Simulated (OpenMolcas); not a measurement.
# Cr⁺: CASPT2 settings compared

```json
{
  "Program": "OpenMolcas 26.06",
  "Basis": "ANO-RCC-VDZ [5s4p2d]",
  "Scalar Hamiltonian": "DKH3, point nucleus",
  "Active space": "5 electrons in 6 orbitals (3d 4s)",
  "State averaging": "2S+1 = 6 even, 6 roots; 2S+1 = 4 even, 44 roots kept (CI in the orbitals of an earlier block); 2S+1 = 2 even, 11 roots kept (CI in the orbitals of an earlier block)",
  "Spin-orbit coupling": "RASSI with atomic mean-field integrals over the reference wave functions, term energies averaged over their components"
}
```

Methods on the same reference wave functions:
A. CASSCF
B. SS-CASPT2, IPEA 0.3 Eh, imaginary shift 0.1 Eh (closed shells correlated: none)
C. SS-CASPT2, IPEA 0.35 Eh, real shift 0.5 Eh (closed shells correlated: 3s 3p)
D. MS-CASPT2, IPEA 0.35 Eh, real shift 0.5 Eh (closed shells correlated: 3s 3p)
E. MS-CASPT2, IPEA 0.3 Eh, imaginary shift 0.1 Eh (closed shells correlated: none)
F. XMS-CASPT2, IPEA 0.4 Eh, imaginary shift 0.1 Eh (closed shells correlated: none)

Energies in cm-1 above 3d5 6S 5/2, the measured ground level; measured values from NIST Handbook of Basic Atomic Spectroscopic Data.

```json
{"Level": "3d5 6S 5/2", "A": "0.0", "B": "0.0", "C": "0.0", "D": "0.0", "E": "0.0", "F": "0.0", "Measured": "0.0"}
{"Level": "3d4 4s 6D 1/2", "A": "1156", "B": "11200", "C": "9040", "D": "9040", "E": "11200", "F": "11630", "Measured": "11962"}
{"Level": "3d4 4s 6D 3/2", "A": "1231", "B": "11270", "C": "9120", "D": "9120", "E": "11270", "F": "11710", "Measured": "12033"}
{"Level": "3d4 4s 6D 5/2", "A": "1355", "B": "11390", "C": "9240", "D": "9240", "E": "11390", "F": "11830", "Measured": "12148"}
{"Level": "3d4 4s 6D 7/2", "A": "1524", "B": "11560", "C": "9410", "D": "9410", "E": "11560", "F": "12000", "Measured": "12304"}
{"Level": "3d4 4s 6D 9/2", "A": "1735", "B": "11770", "C": "9620", "D": "9620", "E": "11770", "F": "12210", "Measured": "12496"}
{"Level": "3d4 4s 4D 1/2", "A": "11067", "B": "18710", "C": "17430", "D": "17430", "E": "18710", "F": "18780", "Measured": "19528"}
{"Level": "3d4 4s 4D 3/2", "A": "11173", "B": "18820", "C": "17540", "D": "17540", "E": "18820", "F": "18880", "Measured": "19631"}
{"Level": "3d4 4s 4D 5/2", "A": "11352", "B": "19000", "C": "17720", "D": "17720", "E": "19000", "F": "19060", "Measured": "19798"}
{"Level": "3d4 4s 4D 7/2", "A": "11606", "B": "19250", "C": "17970", "D": "17970", "E": "19250", "F": "19310", "Measured": "20024"}
```

Deviations, from unrounded energies. A percentage is the sum of absolute deviations over the sum of measured energies, with the sign that they share, or ± where signs differ.

```
           Against measurement  Levels      A     B      C      D     E     F
mean absolute deviation (cm-1)       9   9700   770   2500   2500   770   500
      other configurations (%)       9  -62.7  -5.0  -16.3  -16.3  -5.0  -3.2
```

F lies closest to measurement on these levels and A furthest from it. The largest miss of F in the table is 3d4 4s 4D 1/2, by -750 cm-1. The ranking rests on the paired levels alone, and a cruder setting can come out closer through cancelling errors.

Among B to F the level of the table that moves most is 3d4 4s 6D 1/2, by 2600 cm-1 (lowest in C, highest in F). Moves below CASPT2's spread within the term are not significant.

The lowest spin-free term lies below A's lowest term by 0.081 hartree in B, 0.228 hartree in C, 0.228 hartree in D, 0.081 hartree in E, 0.087 hartree in F.

CASPT2 breaks the degeneracy within a term, and the mean is taken; among the terms shown or strongly mixed into the levels shown the widest spread is 140 cm-1 (3d4 4s 6D, D). Terms from blocks run as CI alone lack orbitals of their own. A single d shell beside an s shell can misplace configurations of different d count against each other. Without dynamic correlation excited terms often stand tens of per cent too high (terms of higher spin than the ground term too low), and those without a measured partner can miss by more than the paired ones (holds for A). Computed and measured levels are paired by configuration, term and J; levels that our copy of the source lacks, or whose pairing is in doubt (as where it misses far off the trend of its configuration), stay unpaired and out of the deviations. Levels of configurations outside the active space are missing. Levels that lie high or do not pair safely by name in every column are left out.
